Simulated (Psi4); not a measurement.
C$_{3}$H$_{7}$O, charge -1, singlet, geometry from GFN2-xTB (a gas-phase anion, which may not be bound at this level). Base run: MP2/def2-SVP run with Psi4.

The Psi4 input:
```
memory 2 GB

molecule mol {
-1 1
  O     0.072437    1.403210   -0.197336
  C    -0.003743    0.039027    0.514568
  H     0.678774    1.903421    0.355744
  C    -1.295482   -0.576668   -0.043471
  C     1.168255   -0.779392   -0.074952
  H    -1.321613   -0.690325   -1.147815
  H     1.156039   -0.896331   -1.179742
  H    -2.156850    0.037738    0.236541
  H     2.129441   -0.318226    0.186784
  H    -1.440571   -1.573077    0.391220
  H     1.161096   -1.786682    0.359086
}

set basis def2-svp
set reference rhf

energy('mp2')
print_variables()
```

The base run was repeated with changes; each row names its change, and settings that it needs were set with it.

```tsv
change	ΔE vs base (kcal/mol)	MP2 correlation (Eh)	basis functions	core-seconds (rough)
base	0.000	-0.64129	91	5
puream = off	-18.60	-0.65996	95	5
method = dlpno-mp2	0.170	-0.64102	91	9
method = mp3	-23.33	-0.64129	91	7
method = cisd	35.90	-0.64164	91	40
freeze_core = on	7.08	-0.63001	91	5
scf_type = pk; mp2_type = conv	-0.297	-0.64164	91	10
method = ccsd	-29.05	-0.64164	91	90
cc_type = df	0.000	-0.64129	91	5
method = omp2	-4.57	-0.64129	91	20
```

A gas-phase anion may not be bound at this level; its values then depend on the basis.
